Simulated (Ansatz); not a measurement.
```yaml
crystal:
  periodic: [false, false, false]
  atoms:
    - {symbol: S, position_ang: [-2.364325, 0.791717, -0.142894]}
    - {symbol: C, position_ang: [0.393518, -0.677881, 0.658574]}
    - {symbol: Se, position_ang: [3.395087, -0.449832, -0.762827]}
    - {symbol: H, position_ang: [-1.437881, 2.092525, -2.125803]}
    - {symbol: H, position_ang: [0.107899, -1.895424, 2.294717]}
basis:
  gaussian: {orbitals: "6-31G*"}
hamiltonian: {xc: {name: HF}}
correlation: {method: ccsd_t, electrons: outside_noble_gas}
```

```sh
$ ansatz run in.yaml --threads 2 --pin off --events-out ev --progress --plain --max-ram 4352MiB
```

It prints (some lines left out):

```
Functional definition: HF
709 factors; integrals over basis functions are off by at most 3.6e-4 eV
mean field evaluation 1: about -77128.4019 eV, gradient 5.3e1 eV
mean field evaluation 2: about -77128.4070 eV, gradient 5.3e1 eV
mean field evaluation 4: about -77069.9819 eV, gradient 1.4e2 eV
mean field evaluation 8: about -77144.7992 eV, gradient 4.1e1 eV
mean field evaluation 16: about -77154.3307 eV, gradient 4.5e-2 eV
mean field evaluation 32: about -77154.3023 eV, gradient 1.2e0 eV
mean field evaluation 96: about -77154.3296 eV, gradient 6.2e-2 eV
mean field evaluation 128: about -77154.1578 eV, gradient 4.6e-1 eV
mean field evaluation 160: about -77154.3275 eV, gradient 1.1e-1 eV
mean field evaluation 224: about -77154.1904 eV, gradient 7.4e-1 eV
mean field evaluation 256: about -77154.1572 eV, gradient 2.4e-1 eV
mean field evaluation 288: about -77154.1721 eV, gradient 2.0e-4 eV
mean field -77154.33079039 eV, -2835.3693594631 hartree, gradient 2.2e-6 eV, S^2 0.000000; 14 other end points of the search recorded, 0 dependent functions left out; unrestricted orbitals would lower it
mean field evaluation 864: about -77161.4954 eV, gradient 2.6e-4 eV
mean field evaluation 1056: about -77162.9947 eV, gradient 8.2e-4 eV
determinant -77154.33079039 eV, -2835.3693594631 hartree, with singles and doubles -77168.05157282 eV, -2835.8735889170 hartree
determinant -77154.17205469 eV, -2835.3635260338 hartree, with singles and doubles -77167.84964219 eV, -2835.8661681035 hartree
determinant -77154.16072843 eV, -2835.3631098015 hartree, with singles and doubles -77167.62513871 eV, -2835.8579177525 hartree
determinant -77151.19528800 eV, -2835.2541318756 hartree, with singles and doubles -77164.34717807 eV, -2835.7374549210 hartree
determinant -77154.33079039 eV, -2835.3693594631 hartree, with singles and doubles -77168.77350505 eV, -2835.9001194373 hartree
determinant -77154.17205469 eV, -2835.3635260338 hartree, with no singles and doubles
determinant -77154.16072843 eV, -2835.3631098015 hartree, with singles and doubles -77168.42091763 eV, -2835.8871620885 hartree
unrestricted determinant -77163.03580286 eV, -2835.6892627708 hartree, S^2 3.7132
20 core orbitals not correlated: weight in the atoms' cores, before any rotation towards them, 1.000 or more for the frozen orbitals, at most 0.000 for the correlated occupied ones
reference -77154.33079039 eV, -2835.3693594631 hartree; 9, 9 occupied and 44, 44 virtual orbitals, 709 factors
second order -11.10216446 eV of doubles, -0.00000000 eV of singles
cycle   1  -11.64054432 eV  change    -1.5e0 eV  update   2.3e-1
cycle   2  -12.78909502 eV  change    -1.1e0 eV  update   1.3e-1
[...]
cycle  59  -14.42035251 eV  change   -3.8e-4 eV  update   1.6e-3
cycle  60  -14.42737057 eV  change   -7.0e-3 eV  update   2.2e-3
cycle  61  -14.42981976 eV  change   -2.4e-3 eV  update   1.1e-3
cycle  62  -14.43099916 eV  change   -1.2e-3 eV  update   9.5e-4
cycle  63  -14.43616248 eV  change   -5.2e-3 eV  update   8.5e-4
cycle  64  -14.43781845 eV  change   -1.7e-3 eV  update   7.1e-4
cycle  65  -14.43956872 eV  change   -1.8e-3 eV  update   6.9e-4
cycle  66  -14.44023063 eV  change   -6.6e-4 eV  update   6.8e-4
cycle  67  -14.44032602 eV  change   -9.5e-5 eV  update   6.5e-4
cycle  68  -14.44049534 eV  change   -1.7e-4 eV  update   6.6e-4
cycle  69  -14.44104479 eV  change   -5.5e-4 eV  update   6.6e-4
cycle  70  -14.44122677 eV  change   -1.8e-4 eV  update   6.5e-4
cycle  71  -14.44256864 eV  change   -1.3e-3 eV  update   6.2e-4
cycle  72  -14.44311699 eV  change   -5.5e-4 eV  update   5.7e-4
cycle  73  -14.44275790 eV  change    3.6e-4 eV  update   4.6e-4
cycle  74  -14.44413085 eV  change   -1.4e-3 eV  update   3.2e-4
cycle  75  -14.44451573 eV  change   -3.8e-4 eV  update   2.3e-4
cycle  76  -14.44472202 eV  change   -2.1e-4 eV  update   1.9e-4
cycle  77  -14.44494401 eV  change   -2.2e-4 eV  update   1.7e-4
cycle  78  -14.44448932 eV  change    4.5e-4 eV  update   1.4e-4
cycle  79  -14.44422076 eV  change    2.7e-4 eV  update   1.2e-4
cycle  80  -14.44414260 eV  change    7.8e-5 eV  update   8.6e-5
cycle  81  -14.44368222 eV  change    4.6e-4 eV  update   8.0e-5
cycle  82  -14.44344920 eV  change    2.3e-4 eV  update   5.3e-5
cycle  83  -14.44320965 eV  change    2.4e-4 eV  update   4.2e-5
cycle  84  -14.44300818 eV  change    2.0e-4 eV  update   3.5e-5
cycle  85  -14.44283587 eV  change    1.7e-4 eV  update   2.8e-5
cycle  86  -14.44276298 eV  change    7.3e-5 eV  update   2.0e-5
cycle  87  -14.44273660 eV  change    2.6e-5 eV  update   1.2e-5
cycle  88  -14.44275139 eV  change   -1.5e-5 eV  update   8.6e-6
perturbative correction -2.33535670 eV, -0.0858227759 hartree
WARN: the results are in doubt because among natural orbitals the method converges to other amplitudes
Total energy: -77171.10889849 eV, -2835.9859435630 hartree
In doubt: among natural orbitals the method converges to other amplitudes
```

Something in this input is off. What?

The coordinates are in bohr but typed as ångström. Self-consistency was reached. The result belongs to that input, not to the molecule as meant.
